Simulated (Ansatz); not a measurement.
Two structures of Si2H7ClO, closed shell, reached by relaxing down either side of one saddle point (PBE0-D4/def2-TZVP). Energies are electronic, without zero-point energy. Ansatz 0.2.0; basis: def2-TZVPP and def2-QZVPP; cores frozen in the correlated methods. Extrapolation: Hartree–Fock as exp(−7.88 √X), correlation as X^−2.97. First:

```xyz
11
angstrom
Si -0.2923 -1.0068 -0.8814
Cl 1.7328 -1.4932 -0.8835
H -0.8020 -1.4634 -2.2007
H -0.9328 -1.8346 0.1713
Si -0.5832 1.2947 -0.5476
H 1.5824 -0.3750 1.4851
O 0.8141 0.0667 1.8610
H 0.7288 1.9522 -0.3389
H -1.2115 1.8696 -1.7716
H -1.4947 1.5368 0.5981
H 0.4583 -0.5469 2.5082
```

Second:

Si1  (-0.810, -0.787, 0.417)
Cl2  (3.077, 0.579, -0.224)
H3  (-1.473, -1.849, -0.392)
H4  (-1.570, -0.663, 1.692)
Si5  (-0.754, 1.247, -0.738)
H6  (2.181, -0.253, 0.227)
O7  (0.766, -1.237, 0.746)
H8  (-0.118, 2.304, 0.087)
H9  (-0.039, 1.101, -2.030)
H10  (-2.172, 1.619, -1.002)
H11  (0.912, -2.060, 1.217)
(Å)

Q: Which bonds change from the first to the second?

A: Si₂H₅Cl ([SiH3][SiH2][Cl]) + H₂O → Si₂H₆O ([OH][SiH2][SiH3]) + HCl; bonds formed: Si1–O7, Cl2–H6; bonds broken: Si1–Cl2, H6–O7.

Q: Give the saddle point's structure and its height above each. (An estimate is asked for; the value comes from the calculation.)

A: The calculation gives: 0.952 eV above the first and 0.867 eV above the second (CCSD(T) at an estimated basis limit (MP2 extrapolated from triple and quadruple zeta, plus CCSD(T) − MP2 in triple zeta)).
```
11
angstrom
Si -0.1981 -0.6748 -0.1309
Cl 1.8691 -0.5136 -1.0411
H -0.5403 -1.8070 -1.0299
H -1.1857 -0.9545 0.9862
Si -0.8073 1.4767 -0.7960
H 1.9198 -1.0418 1.1550
O 1.0167 -0.8648 1.4678
H -0.0790 2.4478 0.0670
H -0.4525 1.7327 -2.2153
H -2.2697 1.6908 -0.6040
H 0.7269 -1.4913 2.1411
```

T1 diagnostic: at most 0.012.

The step is the kind of ligand exchange by which a precursor binds to a hydroxyl group, or is hydrolysed, in atomic layer deposition of oxides.

Labels in which every atom is bracketed show which atoms are joined, not bond orders.

For scale, one of the runs: CCSD(T)/def2-TZVPP, 255 basis functions, launched by `ansatz run in.yaml --threads 4 --pin off --events-out ev --progress --plain --max-ram 9574MiB`. Time: 3.5 min of wall clock on 4 CPU threads of an Intel Xeon; the host was shared. Peak host memory: 5.2 GiB.
